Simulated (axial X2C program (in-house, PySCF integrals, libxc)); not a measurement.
Levels of InF⁺ by electron attachment to InF²⁺ (EOM-EA-CCSD)

Calculated with an in-house all-electron X2C program for linear molecules (integrals from PySCF): two-component X2C with atomic mean-field Coulomb and Gaunt terms, Gaussian nuclei, basis In dyall-acv3z, F dyall-av3z with contracted cores.

R = 1.839 Å (0.960 times 1.916 Å, the PBE0 minimum at charge 1 for the lowest determinant).

Levels of InF⁺ obtained by attaching an electron to InF²⁺:

```json
{"Ω": "1/2", "binding energy (eV)": "17.927", "above lowest (cm⁻¹)": "0", "attached spinor": "59% In sσ, 22% In pσ, 15% F pσ", "one-particle weight": "0.98"}
{"Ω": "1/2", "binding energy (eV)": "12.602", "above lowest (cm⁻¹)": "42952", "attached spinor": "86% In pπ, 7% F pπ", "one-particle weight": "0.97"}
{"Ω": "3/2", "binding energy (eV)": "12.354", "above lowest (cm⁻¹)": "44950", "attached spinor": "86% In pπ, 7% F pπ", "one-particle weight": "0.97"}
{"Ω": "1/2", "binding energy (eV)": "10.040", "above lowest (cm⁻¹)": "63612", "attached spinor": "56% In pσ, 22% In dσ, 10% F sσ", "one-particle weight": "0.63"}
```

What is the splitting of the first π pair in the table, and is it regular or inverted?

E(3/2) − E(1/2) = 44950 − 42952 = 1998 cm⁻¹ at EOM-EA-CCSD: regular, Ω = 1/2 lower. Splittings at this level can be off by ten to twenty per cent.

This point took 45 s on 1 thread of Intel(R) Xeon(R) Processor @ 2.30GHz, with other jobs on the host.

Reference electrons by ω block (each with its −ω partner): 1/2: 18, 3/2: 8, 5/2: 2. 18 electrons of InF²⁺ correlated (inner shells frozen), 92 natural virtual spinors (a truncated set); levels can be off by some tenths of an eV. Roots sought by Ω: (1/2: 5, 3/2: 4, 5/2: 2, 7/2: 1); the list ends where they run out and leaves out roots under 60 % one-particle weight. The solver can skip a root, and states that need a further excitation, which the method places far too high, are missing though they may lie low or lowest. T1 of the reference 0.034 (Lee–Taylor). The reference was not checked to be the lowest state of its species. Number of frozen shells: In 4 s, 3 p, 1 d; F 1 s. Large amplitudes in the reference (orbital relaxation or multireference character) lower the reliability.
